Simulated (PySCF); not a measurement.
Li₂Cl₂, optimised at PBE0/def2-TZVP:

```xyz
4

Li     0.0838    -0.0762    -0.1842
Cl     1.1404     0.7773    -1.9009
Li    -0.0415    -0.9260    -2.6037
Cl    -1.0981    -1.7796    -0.8869
```

Energies from PySCF (xtb for GFN2), thermal terms from the rigid-rotor harmonic-oscillator model, ideal gas at 1 bar. 6-31G* has spherical d functions here. All species are closed-shell singlets. B3LYP is the form with VWN-RPA correlation.

List the harmonic frequencies (cm⁻¹, unscaled) at this level and at the other levels, each on its own geometry.


- PBE0/def2-TZVP: 184, 212, 386, 449, 471, 535
- B3LYP/6-31G*: 176, 203, 369, 431, 467, 516
- GFN2-xTB: 150, 163, 370, 394, 437, 443
- HF/6-31G*: 181, 206, 370, 422, 462, 509
- PBE/def2-SVP: 182, 213, 384, 450, 480, 539
